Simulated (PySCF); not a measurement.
A structure optimised at B3LYP-D3(BJ)/def2-SVP, used in a PySCF frequency run:

```xyz
7

Zr     0.0000     0.0000    -0.2278
O      1.5661     0.9042     0.2896
H      2.3158     1.3370     0.7211
O     -1.5661     0.9042     0.2896
H     -2.3158     1.3370     0.7211
O      0.0000    -1.8083     0.2896
H      0.0000    -2.6740     0.7211
```
Charge +1, spin multiplicity 1.

Problem. Write its SMILES, formula and point group.

Solution. [OH][Zr+]([OH])[OH], H3O3Zr, C3v

Problem. What are its rotational constants (standard atomic weights)?

Solution. 5.0810, 5.0810, 2.8301 GHz
